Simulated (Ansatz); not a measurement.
Ansatz (a quantum-chemistry and plane-wave program) input (PBE0/def2-TZVP):

Ansatz 0.2 input:
```yaml
crystal:
  periodic: [false, false, false]
  atoms:
    - {symbol: Si, position_ang: [-1.47749156, -0.02174932, 0.02193659]}
    - {symbol: Br, position_ang: [0.75739477, 0.01114918, -0.01124518]}
    - {symbol: H, position_ang: [-1.96323663, 1.36899130, -0.06224839]}
    - {symbol: H, position_ang: [-1.94715450, -0.80649584, -1.13598588]}
    - {symbol: H, position_ang: [-1.91354387, -0.64822630, 1.28470332]}
basis:
  gaussian:
    orbitals: def2-TZVP
hamiltonian:
  xc: {name: PBE0}
relax: {f_tol: 0.003, max_steps: 100}
```

Output:

```
Functional definition: PBE0
integrals: 0.03 GiB planned
813 factors; their error is unknown
0.16 GiB of the device are held for the grids
0.34 GiB of device memory are held for the factors and their scratch space
mean field: 0.48 GiB planned
mean field evaluation 1: about -77961.8629 eV, gradient 9.3e0 eV
mean field evaluation 2: about -77962.0583 eV, gradient 3.7e0 eV
mean field evaluation 4: about -77962.0997 eV, gradient 2.5e-1 eV
mean field evaluation 8: about -77962.0993 eV, gradient 8.6e-3 eV
mean field evaluation 16: about -77962.5678 eV, gradient 6.6e-5 eV
mean field -77962.56784265 eV, -2865.0715232910 hartree, gradient 6.6e-5 eV, S^2 0.000000; 0 other end points of the search recorded, 0 dependent functions left out
the calculation of the forces begins
reference -77962.56786895 eV, -2865.0715242574 hartree; 26, 26 occupied and 77, 77 virtual orbitals, 813 factors
relax step   1: F+E_penalty+E_count = -77962.56784265 eV  Δ(F+E_penalty+E_count) = +0.000e0 eV  max|allowed force component| = 2.889e-1 eV/Å  Δτ_max = 0.0000 Å  (26 SCF iters, accepted)
these checks for a lower state are left out or cut short: starts, cluster_reference, orbital_swaps, neighbouring_geometries, increment
integrals: 0.03 GiB planned
813 factors; their error is unknown
0.16 GiB of the device are held for the grids
0.34 GiB of device memory are held for the factors and their scratch space
mean field: 0.48 GiB planned
mean field -77962.57008003 eV, -2865.0716055132 hartree, gradient 2.4e-5 eV, S^2 0.000000; 0 other end points of the search recorded, 0 dependent functions left out
the calculation of the forces begins
reference -77962.57010630 eV, -2865.0716064786 hartree; 26, 26 occupied and 77, 77 virtual orbitals, 813 factors
relax step   2: F+E_penalty+E_count = -77962.57008003 eV  Δ(F+E_penalty+E_count) = -2.237e-3 eV  max|allowed force component| = 8.148e-2 eV/Å  Δτ_max = 0.0125 Å  (29 SCF iters, accepted)
these checks for a lower state are left out or cut short: starts, cluster_reference, orbital_swaps, neighbouring_geometries, increment
integrals: 0.03 GiB planned
813 factors; their error is unknown
0.16 GiB of the device are held for the grids
0.34 GiB of device memory are held for the factors and their scratch space
mean field: 0.48 GiB planned
mean field evaluation 32: about -77962.5703 eV, gradient 2.4e-5 eV
mean field -77962.57027956 eV, -2865.0716128456 hartree, gradient 2.4e-5 eV, S^2 0.000000; 0 other end points of the search recorded, 0 dependent functions left out
the calculation of the forces begins
reference -77962.57030581 eV, -2865.0716138104 hartree; 26, 26 occupied and 77, 77 virtual orbitals, 813 factors
relax step   3: F+E_penalty+E_count = -77962.57027956 eV  Δ(F+E_penalty+E_count) = -1.995e-4 eV  max|allowed force component| = 5.468e-3 eV/Å  Δτ_max = 0.0042 Å  (29 SCF iters, accepted)
these checks for a lower state are left out or cut short: starts, cluster_reference, orbital_swaps, neighbouring_geometries, increment
integrals: 0.03 GiB planned
813 factors; their error is unknown
0.16 GiB of the device are held for the grids
0.34 GiB of device memory are held for the factors and their scratch space
mean field: 0.48 GiB planned
mean field -77962.57028075 eV, -2865.0716128892 hartree, gradient 2.4e-5 eV, S^2 0.000000; 0 other end points of the search recorded, 0 dependent functions left out
the calculation of the forces begins
reference -77962.57030700 eV, -2865.0716138542 hartree; 26, 26 occupied and 77, 77 virtual orbitals, 813 factors
relax step   4: F+E_penalty+E_count = -77962.57028075 eV  Δ(F+E_penalty+E_count) = -1.188e-6 eV  max|allowed force component| = 2.782e-5 eV/Å  Δτ_max = 0.0003 Å  (29 SCF iters, accepted)
integrals: 0.03 GiB planned
813 factors; their error is unknown
0.16 GiB of the device are held for the grids
0.34 GiB of device memory are held for the factors and their scratch space
mean field: 0.48 GiB planned
mean field evaluation 64: about -77962.5703 eV, gradient 2.4e-5 eV
mean field -77962.57028075 eV, -2865.0716128892 hartree, gradient 2.4e-5 eV, S^2 0.000000; 1 other end points of the search recorded, 0 dependent functions left out
the calculation of the forces begins
reference -77962.57030700 eV, -2865.0716138542 hartree; 26, 26 occupied and 77, 77 virtual orbitals, 813 factors
Total energy: -77962.57030700 eV, -2865.0716138542 hartree
Atom 0 at    -1.472208    -0.021672     0.021860 Å, force     0.000006    -0.000000     0.000000 eV/Å
Atom 1 at     0.746942     0.010997    -0.011093 Å, force     0.000010     0.000000    -0.000000 eV/Å
Atom 2 at    -1.961576     1.373119    -0.062541 Å, force    -0.000006     0.000028    -0.000002 eV/Å
Atom 3 at    -1.945447    -0.808754    -1.139430 Å, force    -0.000005    -0.000016    -0.000023 eV/Å
Atom 4 at    -1.911743    -0.650020     1.288364 Å, force    -0.000005    -0.000012     0.000025 eV/Å
Dipole moment:    -0.270347    -0.003980     0.004015 e Å
```
